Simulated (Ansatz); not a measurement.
CH$_{6}$ClFSi$_{2}$ (`C[Si](F)([SiH3])Cl`). The species carries charge 0 and has multiplicity 1.

Z-matrix (Å, degrees):
```
C
Si 1 1.850
H 1 1.093 2 110.4
H 1 1.093 2 110.2 3 120.0
H 1 1.092 2 110.5 3 -120.1
F 2 1.601 1 108.3 3 -61.6
Si 2 2.341 1 116.1 3 60.8
Cl 2 2.058 1 108.9 3 -177.4
H 7 1.485 2 109.8 1 -179.7
H 7 1.488 2 110.2 1 -59.0
H 7 1.487 2 108.9 1 60.4
```

**Question.** List the harmonic frequencies (cm⁻¹, unscaled) at PBE0-D4/def2-TZVP in Ansatz. (Estimate.)

**Answer.** Ansatz gave: 94, 110, 132, 156, 196, 240, 249, 413, 499, 505, 553, 729, 785, 791, 869, 901, 934, 937, 1277, 1440, 1441, 2218, 2230, 2240, 3052, 3141, 3145.

**Question.** Is this a minimum?

**Answer.** Yes, all 27 modes are real.

**Question.** Give the ideal-gas thermochemistry at 298.15 K and 1 bar (rigid rotor, harmonic oscillator; point group C1, symmetry number 1).

**Answer.** Zero-point energy 175.1 kJ/mol; H(298) − E = 200.1 kJ/mol; entropy 380.6 J/(mol·K), of which translation 169.4, rotation 118.5, vibration 92.6; G(298) − E = 86.7 kJ/mol. Modes under 100 cm⁻¹ are hindered rotations or soft bends, so the harmonic entropy is rough.

**Question.** And at 400, 500, 600, 800 and 1000 K?

**Answer.** 
```json
{"T (K)": "400", "H − E (kJ/mol)": "214.3", "S (J/mol/K)": "421.1", "G − E (kJ/mol)": "45.8"}
{"T (K)": "500", "H − E (kJ/mol)": "229.9", "S (J/mol/K)": "456.0", "G − E (kJ/mol)": "1.9"}
{"T (K)": "600", "H − E (kJ/mol)": "247.0", "S (J/mol/K)": "487.1", "G − E (kJ/mol)": "-45.3"}
{"T (K)": "800", "H − E (kJ/mol)": "284.4", "S (J/mol/K)": "540.7", "G − E (kJ/mol)": "-148.2"}
{"T (K)": "1000", "H − E (kJ/mol)": "325.0", "S (J/mol/K)": "586.0", "G − E (kJ/mol)": "-261.0"}
```

**Question.** Rotational constants (cm⁻¹)?

**Answer.** 0.08392, 0.05785, 0.04821.
